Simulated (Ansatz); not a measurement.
Input for Ansatz (a program for electronic structure): R-SVWN5/def2-TZVPP on GaH4NO2 (SMILES [NH2][Ga]([OH])[OH]), a point of a torsion scan.

Ansatz 0.2 input:
```yaml
crystal:
  periodic: [false, false, false]
  atoms:
    - {symbol: N, position_ang: [1.64471208, 0.08029210, -0.04696867]}
    - {symbol: Ga, position_ang: [-0.18250918, -0.03039969, -0.09089033]}
    - {symbol: O, position_ang: [-1.11289191, 1.42803850, -0.29777989]}
    - {symbol: O, position_ang: [-0.90591329, -1.61697961, -0.12675042]}
    - {symbol: H, position_ang: [2.09522398, -0.72360925, 0.37749459]}
    - {symbol: H, position_ang: [2.00962374, 0.93016960, 0.37034564]}
    - {symbol: H, position_ang: [-2.02769749, 1.54150987, -0.04800641]}
    - {symbol: H, position_ang: [-1.81760832, -1.78174832, -0.36111179]}
basis:
  gaussian:
    orbitals: def2-TZVPP
hamiltonian:
  xc: {name: SVWN5}
scf: {lower_state_search: off}
```

Program output:

```
WARN ansatz: RAYON_NUM_THREADS=1 ignored (pool sized by the plan → 1); use --threads N
Functional definition: SVWN5
these checks for a lower state are left out or cut short: stability, starts, cluster_reference, orbital_swaps, neighbouring_geometries, increment
integrals: 0.11 GiB planned
1061 factors; their error is unknown
mean field: 0.73 GiB planned
mean field evaluation 1: about -57884.3543 eV, gradient 1.2e2 eV
mean field evaluation 2: about -57787.5789 eV, gradient 2.4e2 eV
mean field evaluation 4: about -57908.2920 eV, gradient 1.0e1 eV
mean field evaluation 8: about -57908.4898 eV, gradient 9.8e-2 eV
mean field evaluation 16: about -57908.4738 eV, gradient 4.8e-5 eV
mean field -57908.47377502 eV, -2128.0971594587 hartree, gradient 8.6e-6 eV, S^2 0.000000; 0 other end points of the search recorded, 0 dependent functions left out
reference -57908.47381160 eV, -2128.0971608030 hartree; 29, 29 occupied and 168, 168 virtual orbitals, 1061 factors
Total energy: -57908.47381160 eV, -2128.0971608030 hartree
Checks for a lower state left out: stability, starts, cluster_reference, orbital_swaps, neighbouring_geometries, increment
```

The calculation finished and met its thresholds.

Cost: around 2.4 core-seconds (rough).
